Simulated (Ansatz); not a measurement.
System: C₂H₅Te, charge 0, doublet. C2H5Te (SMILES [CH2][Te]C, doublet).
B3LYP-D3(BJ)/def2-TZVP minimum from Ansatz (a first-principles code):
```xyz
8

C      1.4550    -0.2758     1.0971
Te     0.0631     0.1020    -0.3499
C     -1.6469    -0.3136     0.8958
H      2.5027    -0.1844     0.8550
H      1.1466    -0.4486     2.1173
H     -1.5949    -1.3446     1.2337
H     -2.5381    -0.1617     0.2916
H     -1.6460     0.3728     1.7378
```
Charge 0, spin multiplicity 2.

Total energies in def2-SVP, 19 correlated electrons, 11 frozen orbitals. Radicals and triplets start from unrestricted determinants; spin-orbit coupling is neglected. Cores are frozen in correlated methods (noble-gas shells, and filled d and f shells in the p block). Past Kr the def2 sets carry scalar-relativistic core potentials. Spin-orbit terms, left out, reach several kcal/mol for Br and I, and more for heavier atoms.

| method | program | energy (Eh) | minus CCSDT(Q) (mEh) |
|---|---|---|---|
| HF | Ansatz | -345.51612 | 423.82 |
| MP2 | Ansatz | -345.88025 | 59.69 |
| CCSD | Ansatz | -345.92563 | 14.30 |
| CCSD(T) | Ansatz | -345.93797 | 1.96 |
| CCSDT(Q) | Ansatz | -345.93993 | 0.00 |

Rough core times of Ansatz's runs on a shared machine: CCSD(T) 20 s, CCSDT(Q) 40 min.
